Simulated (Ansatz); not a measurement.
Geometry optimisation, Ansatz, DFT PBE, scalar-relativistic, plane waves, PAW.

input.yaml

```yaml
accuracy: low
crystal:
  lattice:
    - [0.0, 5.43, 5.43]
    - [5.43, 0.0, 5.43]
    - [5.43, 5.43, 0.0]
  atoms:
    - { symbol: Si, position: [0.0, 0.0, 0.0] }
    - { symbol: Si, position: [0.125, 0.125, 0.125] }
    - { symbol: Si, position: [0.0, 0.0, 0.5] }
    - { symbol: Si, position: [0.125, 0.125, 0.625] }
    - { symbol: Si, position: [0.0, 0.5, 0.0] }
    - { symbol: Si, position: [0.125, 0.625, 0.125] }
    - { symbol: Si, position: [0.0, 0.5, 0.5] }
    - { symbol: Si, position: [0.125, 0.625, 0.625] }
    - { symbol: Si, position: [0.5, 0.0, 0.0] }
    - { symbol: Si, position: [0.625, 0.125, 0.125] }
    - { symbol: Si, position: [0.5, 0.0, 0.5] }
    - { symbol: Si, position: [0.625, 0.125, 0.625] }
    - { symbol: Si, position: [0.5, 0.5, 0.0] }
    - { symbol: Si, position: [0.625, 0.625, 0.125] }
    - { symbol: Si, position: [0.5, 0.5, 0.5] }
    - { symbol: Si, position: [0.625, 0.625, 0.625] }
    - { symbol: Li, position: [0.7532553, 0.2495812, 0.7476313], spin: 1.0 }
magnetization:
  spin_polarized: true
basis:
  ecutwfc: 420.0
kpoints:
  mp_grid: { grid: [2, 2, 2] }
hamiltonian:
  xc: pbe
  pseudopotentials: { kind: paw, azcp: { folder: soft_1 } }
scf:
  occupations: { method: fermi_dirac, width: 0.05 }
  lower_state_search: "off"
relax:
  f_tol: 0.08
  max_steps: 25
  adjacent_minimum: "off"
```

Run as:

```bash
$ ansatz run input.yaml --threads 1 --pin off --max-ram 3072MiB --backend cpu --events-out ev --progress --plain --runs-dir out
```

Question: Where does it end, and by what steps?

Answer: It converged. The threshold is loose, so the end isn't yet a minimum. Limits of this set-up: low accuracy level. After 2 steps the energy has fallen by 0.126 eV; Si4 moved furthest, 0.06 Å.

```json
{"step": "0", "energy less start (eV)": "0.0000", "largest force component (eV/Å)": "0.593", "accepted": "yes"}
{"step": "1", "energy less start (eV)": "-0.1193", "largest force component (eV/Å)": "0.139", "accepted": "yes"}
{"step": "2", "energy less start (eV)": "-0.1265", "largest force component (eV/Å)": "0.015", "accepted": "yes"}
```

```xyz
17
Lattice="0.0000 5.4300 5.4300 5.4300 0.0000 5.4300 5.4300 5.4300 0.0000" Properties=species:S:1:pos:R:3
Si -0.001 0.019 0.001
Si 1.370 1.345 1.370
Si 2.696 2.716 0.001
Si 4.040 4.105 1.390
Si 2.715 0.000 2.715
Si 4.060 1.345 4.060
Si 5.429 2.716 2.734
Si 6.800 4.085 4.060
Si 0.000 2.715 2.697
Si 1.386 4.102 4.044
Si 2.713 5.431 2.717
Si 4.042 6.757 4.043
Si 2.733 2.715 5.430
Si 4.060 4.085 6.800
Si 5.430 5.411 5.430
Si 6.817 6.757 6.818
Li 5.424 8.147 5.436
```

The run took 42 s on 1 thread of Arm Neoverse V2, on a shared host, peak memory 0.65 GiB.
